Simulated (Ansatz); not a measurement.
Computed with Ansatz on PBE0-D4/def2-TZVP structures; ΔE is electronic, products minus reactants. CCSD(T)/CBS adds triple-zeta CCSD(T) − MP2 to the extrapolated MP2 energy (def2 sets, frozen cores). This one scheme is used for every species. DFT in def2-TZVPP. For Se outer-core shells are correlated without core-valence functions, which leaves a few kJ/mol of doubt a bond. Scalar relativity is left out up to krypton. Each species was taken in one conformer, which may not be the lowest.

Consider the formal exchange of groups at the Si–Se bond: `C[SiH2][Se]C` + `[AlH2][SiH3]` → `C[SiH2][SiH2][AlH2]` + `C[SeH]`.

**Question.** Is it downhill or uphill in electronic energy at CCSD(T)/CBS, and by how much? (Best estimate.)

**Answer.** The calculation gave: Uphill: ΔE = +56.4 kJ/mol.

**Question.** What do these levels give: PBE0-D4, ωB97M-V, PBE0, HF/def2-QZVPP, MP2/def2-QZVPP, HF/CBS(def2)? (Best estimate.)

**Answer.** The calculation gave: PBE0-D4 47.1, ωB97M-V 56.8, PBE0 46.7, HF/def2-QZVPP 63.2, MP2/def2-QZVPP 63.6, HF/CBS(def2) 63.2 kJ/mol.

Largest T1 diagnostic among the species: 0.012.

From PBE to PBE0 (25 % exact exchange), in def2-TZVPP and without D4, ΔE moves by +3.7 kJ/mol.
